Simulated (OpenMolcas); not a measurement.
# Ni7+: Racah parameters, the spin-orbit constant, worked from levels

```json
{"Program": "OpenMolcas 26.06", "Basis": "ANO-RCC-VQZP [7s6p4d3f2g1h]", "Scalar Hamiltonian": "DKH2, point nucleus", "Active space": "9 electrons in 8 orbitals (RAS1 3p, at most 2 holes; RAS2 3d)", "State averaging": "2S+1 = 4 even, 10 roots; 2S+1 = 2 even, 40 roots", "Spin-orbit coupling": "RASSI with atomic mean-field integrals over the reference wave functions, term energies averaged over their components"}
```

Methods: RASSCF; MS-RASPT2, IPEA 0.25 Eh, imaginary shift 0.1 Eh (closed shells correlated: 3s). Measured levels: Corliss and Sugar, J. Phys. Chem. Ref. Data 10, 197 (1981).

**Racah parameters.** Above ⁴F, d3 has ⁴P at 15B, ²G at 4B + 3C and ²H at 9B + 3C. The first two fix B and C, and the third tests them; where it misses by thousands of cm-1, two parameters do not describe the configuration (Trees and configuration-interaction terms are left out) and B and C hang on the terms chosen. Term energies are centres of gravity, weighted by 2J + 1.

```json
{"Source": "RASSCF", "⁴P": "25314", "²G": "27873", "B": "1688", "C": "7041", "C/B": "4.17", "²H from B, C": "36315", "²H found": "38940"}
{"Source": "MS-RASPT2", "⁴P": "22817", "²G": "24979", "B": "1521", "C": "6298", "C/B": "4.14", "²H from B, C": "32583", "²H found": "34845"}
```

Energies in cm-1. From RASSCF to MS-RASPT2, B changes by -9.9 % and C by -10.6 %.

**The spin-orbit constant.** For the Hund term ⁴F of d3, E(J) = (A/2) J(J+1) + constant and ζ = 2S·A = 3A. From J = 3/2 to J = 9/2 the energy changes by 10.5 A.

```
   Source  E(9/2) - E(3/2)      A     ζ
   RASSCF           3769.1  359.0  1077
MS-RASPT2           3762.6  358.3  1075
 measured           3721.0  354.4  1063
```

All in cm-1. MS-RASPT2 is off by +1.1 % and RASSCF by +1.3 %. Both methods take the spin-orbit matrix elements from the reference wave functions, so the second can move ζ only through the term energies and any multistate remixing. Second-order mixing with other terms is absorbed into this ζ.

Term energies are means over components that CASPT2 splits; among the terms shown or strongly mixed into the levels shown the widest spread is 1200 cm-1 (3d³ ⁴F, MS-RASPT2). Active for correlation alone: 3p; no level in the range computed is led by a configuration that opens it, so any true level of that kind is missing. Without dynamic correlation excited terms often stand tens of per cent too high (terms of higher spin than the ground term too low), and those without a measured partner can miss by more than the paired ones (holds for RASSCF). Measured partners are found by configuration, term and J. A level has none where our copy of the source lacks it or the pairing is in doubt (some pairs that miss far off the trend of their configuration count as doubtful), and it then counts in no deviation. Only configurations of the active space appear.
